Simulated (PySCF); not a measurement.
Method: TPSSh-D3(BJ)/def2-TZVP // B3LYP-D3(BJ)/def2-TZVP (PySCF). Isolated molecules, 0 K electronic values unless said otherwise. Delta-SCF ions had no search for a lower state. Excitations are Tamm–Dancoff values on a coarser integration grid. The basis has no diffuse functions, so Rydberg states are missing or too high.

Reference species (SMILES): `O=[Si]1C[SiH2]1` (neutral, multiplicity 1).

```
Quantity                                 Result
--------------------------------------  -------
S1 oscillator strength                    0.007
S1–T1 gap (TDA)                         0.71 eV
T1 excitation (TDA)                     2.56 eV
vertical ionisation energy (Delta-SCF)  9.03 eV
```

Changed species: `O=C=[SiH][SiH3]`.

Q: Predict the effect on the S1 oscillator strength, S1–T1 gap (TDA), T1 excitation (TDA) and vertical ionisation energy (Delta-SCF).

A: the S1 oscillator strength hardly moves; the S1–T1 gap (TDA) falls by 0.28 eV, to 0.43 eV; the T1 excitation (TDA) goes up by 0.27 eV, to 2.83 eV; the vertical ionisation energy (Delta-SCF) falls by 0.37 eV, to 8.66 eV.
